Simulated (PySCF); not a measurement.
C6H14N2Si2.
Atom-mapped SMILES: `[CH:1]#[C:2][CH2:3][NH:4][Si@@:5]1([CH3:6])[CH2:7][CH2:8][SiH2:9][NH:10]1`

Geometry (PBE0-D3(BJ)/def2-SVP, Å), atoms numbered from 1 in this order:
```
atom  x, y, z in Å
C1     3.0134    1.1302    2.2925
C2     2.9116    0.4803    1.2748
C3     2.7420   -0.2947    0.0378
N4     1.5703    0.0402   -0.7387
Si5   -0.0615   -0.3939   -0.2991
C6     0.0285   -2.0904    0.4915
C7    -1.0202    0.8451    0.7685
C8    -2.4994    0.8411    0.3346
Si9   -2.5364    0.6113   -1.5435
N10   -1.0609   -0.2965   -1.7268
H11    3.1098    1.7074    3.1933
H12    3.6526   -0.1804   -0.5765
H13    2.7087   -1.3649    0.3040
H14    1.6676    0.9274   -1.2237
H15    0.5310   -2.8197   -0.1635
H16    0.5626   -2.0645    1.4546
H17   -0.9911   -2.4585    0.6853
H18   -0.9002    0.6515    1.8473
H19   -0.5710    1.8380    0.5882
H20   -3.0242   -0.0236    0.7772
H21   -3.0448    1.7382    0.6699
H22   -3.7458   -0.1334   -2.0223
H23   -2.5214    1.9181   -2.2841
H24   -0.7801   -0.7295   -2.5993
```

NICS = −σ at a ghost point: NICS(0) at the centroid of the ring atoms, NICS(1) 1 Å to either side along the normal of their mean plane, zz for the tensor component along that normal. Level: GIAO PBE0/pcSseg-1 (PySCF, non-relativistic, gas phase) on the PBE0-D3(BJ)/def2-SVP geometry, one conformer.

Ring bond lengths (Å), with Mayer bond orders in brackets: Si5–C7 1.896 (0.88), C7–C8 1.542 (1.02), C8–Si9 1.892 (0.93), Si9–N10 1.742 (0.98), N10–Si5 1.745 (0.95).

Question: Give the NICS values of each ring in ppm.

Answer: 
```json
{"ring": "Si5–C7–C8–Si9–N10", "type": "5-membered ring with N and 2 Si; formal bonds all single", "NICS(0)": "-5.2", "NICS(1), two faces": "-3.1 / -2.9", "NICS(1)zz, two faces": "-0.4 / 0.0", "rms pucker (Å)": "0.17", "centre to ring atoms, mean (Å)": "1.48"}
```

Question: What do they say, and how far can they be read as aromaticity?

Answer: 
- Si5–C7–C8–Si9–N10: mean NICS(1)zz -0.2 ppm, near zero. Si5, C7, C8, Si9 have four or more neighbours; no verdict on aromaticity is drawn.

Question: How do the values depend on the level or the medium?

Answer: 
```json
{"level": "PBE0/pcSseg-1, gas", "NICS(0), Si5–C7–C8–Si9–N10": "-5.2", "mean NICS(1)zz, Si5–C7–C8–Si9–N10": "-0.2"}
{"level": "wB97X-D/pcSseg-1, gas", "NICS(0), Si5–C7–C8–Si9–N10": "-5.0", "mean NICS(1)zz, Si5–C7–C8–Si9–N10": "0.0"}
{"level": "PBE0/pcSseg-1, IEF-PCM acetonitrile", "NICS(0), Si5–C7–C8–Si9–N10": "-5.2", "mean NICS(1)zz, Si5–C7–C8–Si9–N10": "-0.2"}
{"level": "PBE0/pcSseg-1, IEF-PCM water", "NICS(0), Si5–C7–C8–Si9–N10": "-5.2", "mean NICS(1)zz, Si5–C7–C8–Si9–N10": "-0.2"}
```

The geometry is the same throughout; the continuum's cavity takes Bondi-type radii × 1.2.

The run took 62 s wall on an Arm Neoverse V2 with one thread (shared host), and the process peaked at 1.4 GiB of memory. This is the whole shielding run at PBE0/pcSseg-1, SCF included.
